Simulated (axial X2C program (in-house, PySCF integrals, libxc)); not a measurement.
Low determinants of RbTe at the PBE0 level, 2c

Computed with an in-house relativistic program for diatomic molecules. Two-component (2c) means X2C with spin–orbit coupling and atomic mean-field two-electron Coulomb and Gaunt terms. Basis: Te dyall-cv3z [11s12p8d4f1g], Rb dyall-cv3z [12s13p8d4f1g] (cores contracted in-house); Gaussian nuclei, density fitting, unrestricted open shells. Masses: Te 129.906 u, Rb 84.912 u.

Search at 3.300 Å (vertical energies from the lowest determinant):

```tsv
ΔE (eV)	state	electrons beyond evenly filled partner blocks	electrons in ±ω = 1/2, 3/2, 5/2, 7/2
0.00	Ω = 3/2	ω = 3/2	58 25 6 0
0.23	Ω = 1/2	ω = 1/2	57 26 6 0
2.56	Ω = 1/2	2 × ω = -1/2, ω = 3/2	58 25 6 0
2.58	Ω = 5/2	2 × ω = 1/2, ω = 3/2	58 25 6 0
3.14	Ω = 1/2	ω = 1/2	59 24 6 0
3.51	Ω = 3/2	3 × ω = 1/2	57 26 6 0
3.75	Ω = 5/2	ω = -1/2, 2 × ω = 3/2	57 26 6 0
```

Lowest determinant, Ω = 3/2 (⟨Sz⟩ = 0.50, ⟨Lz⟩ = 1.00 at PBE0): Re = 3.291 Å, ωe = 124.6 cm⁻¹.

The determinant in row 2 of the search, Ω = 1/2 (⟨Sz⟩ = -0.11, ⟨Lz⟩ = 0.61 at PBE0), was followed along the bond at PBE0; measured from the minimum of the lowest determinant it gives:

Te = 0.222 eV (1795 cm⁻¹), Re = 3.230 Å, ωe = 120.3 cm⁻¹.

Question: Compare the bond of the determinant in row 2 with that of the lowest one.

Answer: At PBE0 its Re is 0.061 Å shorter and its force constant, which goes as ωe², is 0.93 times that of the lowest determinant. T0 ≈ Te + Δωe/2 = 1795 + (-2) = 1793 cm⁻¹.

The search compares states at one distance, so a state with another bond length can lie lower; it is not exhaustive and yields mostly the lowest determinant of each block pattern, so other components and higher states of one pattern are missing. These are energies of single determinants, not of spin-adapted states; PBE0 term energies can be off by some tenths of an eV, and the functional has no current term. The lowest determinant need not be the ground state where others lie within half an eV.
